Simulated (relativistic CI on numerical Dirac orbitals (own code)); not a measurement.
Fe5+ in a cubic cluster: 1s photoemission with charge transfer

Computed with a charge-transfer multiplet model of a cubic metal-ligand cluster with up to 2 ligand holes, Slater and spin-orbit integrals from Dirac-Coulomb-Breit ions, Slater integrals scaled by 0.7. The ground state mixes d3 with configurations of k ligand holes L, whose averages lie at kΔ + k(k − 1)U_dd/2; a core hole lowers each added d electron by U_cd. 20 K, Lorentzian 1.1 eV and Gaussian 0.6 eV FWHM.

Atomic integrals in eV (Slater integrals scaled, ζ unscaled), ground: F2dd 9.717, F4dd 6.136, zeta_d 0.071; with the core hole: F2dd 10.795, F4dd 6.836, zeta_d 0.100, G2cd 0.066.

Cluster parameters (eV): U_dd = 6.3, U_cd = 7.7, 10Dq = 1.25, 10Dq(ligand) = 1.5, V(eg) = 3.4, V(t2g) = -1.75, final-state hopping factor = 0.8.

```
       Case   n_d    d3   d4L  d5L2     S
Δ = -2.2 eV  4.08  0.18  0.57  0.25  1.50
Δ = -0.2 eV  3.94  0.25  0.56  0.19  1.50
 Δ = 2.8 eV  3.73  0.38  0.51  0.11  1.50
```

Weights, n_d and S are thermal averages at 20 K. Binding energies count from the first peak over 30 % of the highest in each spectrum, which can be another peak from case to case. The parameters are a model scan and need not match a compound or its usual spin state. Peaks in eV (height, largest 100):
- Δ = -2.2 eV: 0.0 (100), 3.8 (19), 13.6 (8)
- Δ = -0.2 eV: 0.0 (100), 4.1 (15), 13.3 (9)
- Δ = 2.8 eV: 0.0 (100), 4.7 (10), 13.1 (9)

Curve for Δ = -0.2 eV (points under 2 left out, the grid thinned):

```csv
E (eV),Intensity
-3.5,2.9
-3.1,3.7
-2.7,4.8
-2.3,6.5
-1.9,9.3
-1.5,14.5
-1.2,21.5
-0.8,40.0
-0.4,74.2
0.0,100.0
0.4,79.5
0.8,44.0
1.2,23.6
1.6,14.3
2.0,9.8
2.4,7.7
2.8,7.0
3.1,7.5
3.5,10.2
3.9,14.0
4.3,13.6
4.7,8.9
5.1,5.3
5.5,3.5
5.9,2.7
6.3,2.3
6.7,2.0
10.2,2.4
10.5,2.6
10.9,2.3
11.3,2.1
11.7,2.2
12.1,2.9
12.5,4.6
12.9,7.3
13.3,8.7
13.7,7.0
14.1,4.9
14.5,4.2
14.8,4.4
15.2,4.1
15.6,3.0
16.0,2.4
16.4,2.2
16.8,2.1
```

For the case Δ = -0.2 eV, Δ = -0.2 eV is smaller than U_dd = 6.3 eV, the charge-transfer side of the Zaanen-Sawatzky-Allen scheme (negative Δ: between configuration averages a ligand hole costs less than the nominal valence; multiplet and field energies can change this for the lowest states). With the core hole the configuration with one ligand hole lies at Δ − U_cd = -9.9, -7.9, -4.9 eV from the one without, in the order of the table; where this is negative the screened configuration lies lower, though the effective hopping of about 5.4 eV (from the holes of the mixed ground state) mixes the two strongly wherever it is as large as the gap.

With at most 2 ligand holes the space is cut while the next configuration still counts, so covalency is underestimated, and a final configuration with one more ligand hole, which can lie low, is missing from the spectra.
